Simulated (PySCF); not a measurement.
Substituent chemical shifts

Parent skeleton `[NH2:1][SiH2:2][SiH3:3]`; one hydrogen on atom 1 is replaced by X. Hydrogens on one atom are averaged.

Method: PBE0-D3(BJ)/def2-SVP structure, shieldings: GIAO PBE0/pcSseg-1, in PySCF (isolated molecule, relativity neglected, averaged over atoms made equivalent by symmetry, fast rotation or ring inversion, a single conformation).

Scale: $^{15}$N against NH3; $^{29}$Si, $^{1}$H against TMS (reference shieldings calculated alike).

Parent (X = H): N1 -1.5, Si2 -49.4, Si3 -107.6, H(Si2) 4.96, H(Si3) 3.47 ppm. Effects are Δδ = δ(X) − δ(H), positive for deshielding.

Q: Order these by the shift of N1, most shielded first.
A. X = CH2CF3
B. X = CH3
C. X = BMe2
D. X = CHO

A: B (+4.7 ppm), A (+11.8 ppm), C (+98.8 ppm), D (+119.8 ppm).

Q: Order these by the shift of Si2, most shielded first.
A. X = BMe2
B. X = CH3
C. X = CH2CF3
D. X = CHO

A: D (-8.6 ppm), A (-0.2 ppm), B (+3.4 ppm), C (+11.0 ppm).

Experimental scales use liquid or dissolved standards, which lie at an offset from isolated NH3 (liquid NH3: subtract about 20 ppm).
